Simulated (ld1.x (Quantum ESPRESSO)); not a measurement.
**u(r) = r·R(r): atom against pseudo-atom (boron)**

Columns: radius, all-electron u(r) and pseudo u(r) of the 2s shell (level -9.39 eV) of boron in the configuration [He] 2s2 2p1; LDA (PZ), non-relativistic, ultrasoft scheme, ld1.x (Quantum ESPRESSO) 7.5.

```csv
r (bohr),all-electron,pseudo
0.170,0.3090,-0.1327
0.340,0.1732,-0.2605
0.510,-0.0661,-0.3788
0.680,-0.2932,-0.4838
0.850,-0.4730,-0.5723
1.020,-0.6000,-0.6423
1.190,-0.6796,-0.6925
1.360,-0.7203,-0.7221
1.530,-0.7310,-0.7310
1.700,-0.7199,-0.7199
1.870,-0.6935,-0.6935
2.040,-0.6570,-0.6570
2.210,-0.6146,-0.6146
2.380,-0.5691,-0.5691
2.550,-0.5226,-0.5226
2.720,-0.4767,-0.4767
2.890,-0.4324,-0.4324
3.060,-0.3904,-0.3904
3.230,-0.3511,-0.3511
3.400,-0.3146,-0.3146
3.570,-0.2810,-0.2810
3.740,-0.2504,-0.2504
3.910,-0.2226,-0.2226
4.080,-0.1974,-0.1974
4.250,-0.1748,-0.1748
4.420,-0.1545,-0.1545
```

Question: How many radial nodes do the two functions have?

Answer: The all-electron 2s function has n − l − 1 = 1; the pseudo-wave has 0, since the states of the same l below it are removed with the core.

Question: At about which radius was the pseudo-wave matched?

Answer: 1.55 bohr, where the columns begin to agree (steps of 0.17 bohr).

Question: Is the pseudo-wave norm-conserving?

Answer: No, it belongs to an ultrasoft set: the norm inside the radius is not constrained, and the difference is carried by the augmentation charge.
